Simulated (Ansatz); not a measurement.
`FC(F)(F)C[O][Hf]([F])([F])[F]` + H–F → `[F][Hf]([F])([F])[F]` + `OCC(F)(F)F`  (ligand exchange at the Hf–O bond)

Program: Ansatz. Geometries: PBE0-D4/def2-TZVP. ΔE: electronic, gas phase. CCSD(T)/CBS is the MP2 limit (def2-TZVPP, def2-QZVPP) plus CCSD(T) − MP2 in def2-TZVPP, frozen cores. This one scheme is used for every species. DFT in def2-TZVPP. B3LYP here is the variant with VWN-RPA as its local correlation; programs differ in this. def2 core potentials past Kr. For Hf outer-core shells are correlated without core-valence functions, which leaves a few kJ/mol of doubt a bond. Each species was taken in one conformer, which may not be the lowest.

```tsv
level	ΔE (kJ/mol)
PBE-D4	-45.6
PBE0-D4	-41.4
B3LYP-D4	-40.8
B2PLYP	-42.1
```

(1) What does CCSD(T)/CBS give? (An estimate is asked.)

Largest T1 diagnostic among the species: 0.016.

Results:

(1) Ansatz gave: -34.1 kJ/mol. The listed levels differ from it by -11.5, -7.3, -6.7, -8.0 kJ/mol.

Leaving LDA and LC-ωPBE aside and taking each functional with its dispersion term where it has one, the values, not all of them listed here, spread over 10.7 kJ/mol, from B97M-V to BHLYP-D4. LDA lies +9.2 kJ/mol from PBE without D4. From r2SCAN to r2SCAN0 (25 % exact exchange), in def2-TZVPP and without D4, ΔE moves by +4.1 kJ/mol.
